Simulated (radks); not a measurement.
Numerical settings for neutral gadolinium, [Xe] 4f7 5d1 6s2. All-electron calculation, Dirac Kohn-Sham, BLYP, spin-unpolarised, spherical densities, point nucleus; open shells fill j = l - 1/2 first. Program: a radial shooting solver on a logarithmic mesh with Libxc functionals. The defaults (mesh step 0.008 in ln r, mesh end at 40 bohr or more with all orbitals vanishing there, Anderson mixing 0.5 over 9 steps, residual threshold near 1e-9 with the energy settled to 1e-9 hartree or 1e-11 of itself, here a cap of 51 iterations) give E = -11281.0113 hartree and 5d3/2 at -2.483 eV in 14 iterations. Run on one thread of a shared host, so times are rough (Arm Neoverse N1): 0.25 s of CPU time, 0.25 s wall, 14 iterations on 2728 mesh points. Changes against that run (0 stands for a change within the tolerance of the run):

| setting | iterations | converged | E (mhartree) | e(5d3/2) (meV) | CPU (s) |
|---|---|---|---|---|---|
| mesh step in ln r 0.08 | 11 | no | diverged | - | 0.07 |
| mesh step in ln r 0.005 | 14 | yes | 0 | 0 | 0.38 |
| mesh step in ln r 0.2 | 4 | no | diverged | - | 0.01 |
| mesh end (bohr) 20 | 14 | yes | 0 | +0.0318 | 0.24 |
| mesh end (bohr) 12 | 14 | yes | +0.342 | +29.6 | 0.24 |
| residual threshold 1e-05 | 12 | yes | 0 | -0.0107 | 0.23 |
| residual threshold 0.01 | 9 | yes | 0 | -5.71 | 0.19 |
| mixing 2.5 | 14 | yes | 0 | 0 | 0.25 |
| linear mixing, mixing 0.8 | 51 | no | +2.63e+04 | -1.04e+05 | 1.7 |
| linear mixing, mixing 0.5 | 30 | yes | 0 | 0 | 0.38 |
| mixing history 20 | 23 | yes | 0 | 0 | 0.34 |
| iteration cap 5 | 5 | no | +0.0128 | -46.7 | 0.1 |

No run marked as converged misses the energy by more than 1 mhartree. A mesh that ends early acts as a hard wall.
